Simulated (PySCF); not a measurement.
## SI at PBE0

Computed with PBE0; PySCF, scalar-relativistic core potentials, basis sets S cc-pV(T+d)Z, I cc-pVTZ-PP with ECP28.

| Quantity | Value |
| --- | --- |
| state | ²Π (doublet), unpaired electrons π ↑ |
| bond length | 2.305 Å |
| harmonic wavenumber | 418 cm⁻¹ |
| force constant | 2.63 mdyn/Å |
| rotational constant Be | 0.1242 cm⁻¹ |
| anharmonicity ωexe | 1.37 cm⁻¹ |
| vibration–rotation constant αe | 0.000542 cm⁻¹ |
| well depth De to S + I | 2.48 eV |
| dissociation energy D0 | 2.46 eV |
| bond order (Mayer) | 1.44 |
| dipole moment (positive dipole means S(−)I(+)) | 1.10 D |

Spin–orbit coupling is left out, which matters for elements this heavy, above all for dissociation energies. The state is the lowest determinant that a PBE0 search found; another state may lie lower at other levels.
